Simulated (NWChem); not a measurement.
System: CH5AlOS; SMILES C[O][AlH][SH]

Here is an NWChem input.

```
start job
memory heap 200 mb stack 700 mb global 900 mb
geometry units angstroms
  Al    -0.090554    -0.303674     0.638421
  H     -0.284149    -0.979533     1.983282
  O     -0.021104    -1.265499    -0.688566
  C      0.030110    -2.135665    -1.786304
  H      0.079489    -1.561284    -2.713186
  H      0.913888    -2.772324    -1.711486
  H     -0.862458    -2.764187    -1.800857
  S      0.081997     1.878878     0.550049
  H     -0.055067     1.971248     1.869567
end
basis spherical
  * library def2-svp
end
dft
  xc xpbe96 cpbe96
  disp vdw 4
  iterations 150
end
driver
  maxiter 120
end
task dft optimize
task dft freq
```

The level has its own optimisation; frequencies are unscaled.

**Question.** What results follow from this input? (PBE-D3(BJ)/def2-SVP.) Quantities: r Al–H (Å); r Al–O (Å); r Al–S (Å); r C–O (Å); highest harmonic frequency (cm⁻¹); lowest (cm⁻¹); zero-point energy (kcal/mol); dipole (D).

**Answer.** The r Al–H (Å) is 1.584. The r Al–O (Å) comes out as 1.708. The r Al–S (Å) is 2.203, the r C–O (Å) comes out as 1.402 and the highest harmonic frequency (cm⁻¹) is 3000. The lowest (cm⁻¹) is 60 and the zero-point energy (kcal/mol) is 35.5. The dipole (D) is 0.03.
